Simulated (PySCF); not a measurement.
# What a mistake does to a calculation on BCGeH6Si

Calculated results; nothing here was measured. They come from PySCF 2.14.0, an open-source quantum chemistry program, on an isolated molecule that a program drew, which may never have been made. The molecule is BCGeH6Si (charge 0, doublet), drawn as the SMILES string `B=[CH][GeH2][SiH2]`.

Each row is a Hartree-Fock (HF) and frozen-core CCSD(T) single point in the cc-pV(D+d)Z basis, meant for a local HF minimum. Run 1 is clean. Each other run has one planted mistake out of seven kinds, and not every kind appears here: one electron removed, one electron added, multiplicity raised by two, geometry at a saddle point, minimal basis STO-3G, one bond length entered in bohr, all coordinates scaled. The reference is restricted for singlets and unrestricted otherwise, and also for a bond in bohr. Adding or removing an electron swaps singlet and doublet. Electrons count all cores. HOMO and LUMO are orbital energies over both spins, the gradient is its largest component, and the lowest frequency (negative if imaginary) is given only where the gradient is small. Bond lengths are over the 9 bonds as drawn. T1 is the CCSD diagnostic: over 0.02 (restricted) or 0.045 (unrestricted) a single reference is doubtful. Germanium has the cc-pVDZ-PP basis, with a core potential (ECP10MDF) in place of its 10 inner electrons, and its 3s, 3p and 3d shells are frozen in CCSD(T).

Geometry of the clean run:
```xyz
10
BCGeH6Si, angstrom
B    -0.8979   -4.5897    0.0908
C    -0.2200   -3.8350   -0.8386
Ge   -1.2762   -2.8643   -2.1621
Si   -0.9246   -0.4869   -2.0378
H    -1.5355   -5.2167    0.8549
H     0.8569   -3.7252   -0.8903
H    -2.7650   -3.1572   -1.9185
H    -0.9216   -3.3460   -3.5771
H    -1.3383    0.0840   -0.7315
H     0.4838   -0.1031   -2.3114
```

```
run  electrons  basis functions  <S^2>  HOMO (eV)  LUMO (eV)  gradient (hartree/bohr)  lowest frequency (cm^-1)  mean bond (Å)  longest bond (Å)      T1  HF (hartree)  CCSD(T) (hartree)                          mistake
  1         63              104  0.758      -8.33       1.09                  2.5e-05                        78         1.5596             2.406  0.0154    -648.26331         -648.72679                         no fault
  2         63              104  3.776      -6.28       0.09                  9.0e-02                         -         1.5596             2.406  0.0181    -648.17777         -648.60947       multiplicity raised by two
  3         63              104  1.607      -8.72       0.59                  2.2e-02                         -         1.7526             3.688  0.0923    -648.17121         -648.61788  one bond length entered in bohr
  4         63              104  0.765      -8.24       0.85                  4.2e-02                         -         1.6579             2.558  0.0178    -648.23178         -648.70591                                ?
  5         62              104  0.000     -13.48      -6.42                  4.5e-02                         -         1.5596             2.406  0.0241    -647.98774         -648.44360                                ?
```

**Which mistake was planted in run 4, and what did it cost?**

The mean and the longest bond both change by the same factor, 1.063, and the gradient is no longer small. So the mistake is: all coordinates scaled. Subtracting run 1 and multiplying by 627.51 kcal/mol a hartree, the energy moved by 19.8 kcal/mol in HF and 13.1 kcal/mol in CCSD(T).

**Which mistake was planted in run 5, and what did it cost?**

It counts 62 electrons, one fewer than the clean run, at the same geometry and basis. So the mistake is: one electron removed. Subtracting run 1 and multiplying by 627.51 kcal/mol a hartree, the energy moved by 172.9 kcal/mol in HF and 177.7 kcal/mol in CCSD(T).

Cautions from the logs. Run 3: T1 is over the limit, so its CCSD(T) energy is less reliable; run 5: T1 is over the limit, so its CCSD(T) energy is less reliable.
